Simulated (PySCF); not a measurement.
Cartesian coordinates (Å):
```xyz
5

Zn    -0.0046    -0.0647    -0.0860
O      1.7510    -0.1616     0.0119
H      2.1970    -0.0328    -0.8347
O     -1.7521     0.1456    -0.0332
H     -2.2472    -0.6796    -0.1118
```
Charge 0, spin multiplicity 1.

Task: Estimate the charge on the central atom (Mulliken), HOMO, HOMO–LUMO gap, LUMO, charge on the central atom (meta-Löwdin), total energy and dipole moment that TPSSh-D3(BJ)/def2-TZVP // r2SCAN-D4/def2-SVP in PySCF 2.14.0 returns for this input.

Result: 
| Property | Result |
|---|---|
| charge on the central atom (Mulliken) | 0.60 e |
| HOMO | -7.47 eV |
| HOMO–LUMO gap | 6.07 eV |
| LUMO | -1.39 eV |
| charge on the central atom (meta-Löwdin) | 1.29 e |
| total energy | -1931.1365 Ha |
| dipole moment | 1.88 D |
